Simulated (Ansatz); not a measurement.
Two isomers of C2H9FN2Si: A = `CC[Si](N)(N)F`, B = `CN(C)[SiH](N)F`.

Gas-phase electronic energies from Ansatz, PBE0-D4/def2-TZVP geometries. CCSD(T)/CBS is the MP2 limit (def2-TZVPP, def2-QZVPP) plus CCSD(T) − MP2 in def2-TZVPP, frozen cores. DFT in def2-TZVPP. B3LYP here is the variant with VWN-RPA as its local correlation; programs differ in this. Each species was taken in one conformer, which may not be the lowest.

Which isomer does CCSD(T)/CBS put lower? Give the gap. (Best estimate.)

Computed: A, by 105.3 kJ/mol.

Give E(B) − E(A) in kJ/mol with B2PLYP, B3LYP-D4, MP2/def2-TZVPP, B3LYP, ωB97M-V, PBE-D4, HF/def2-TZVPP. (Best estimate.)

Computed: B2PLYP 100.6, B3LYP-D4 98.9, MP2/def2-TZVPP 104.7, B3LYP 98.5, ωB97M-V 105.5, PBE-D4 99.6, HF/def2-TZVPP 98.3. None reverses the order clearly.

Largest T1 diagnostic: 0.011.

In def2-TZVPP, CCSD(T) changes the Hartree–Fock value by +3.0 kJ/mol (the triples alone add −0.6 kJ/mol) and MP2 by +6.4 kJ/mol. From PBE to PBE0 (25 % exact exchange), in def2-TZVPP and without D4, E(B) − E(A) moves by +3.2 kJ/mol.
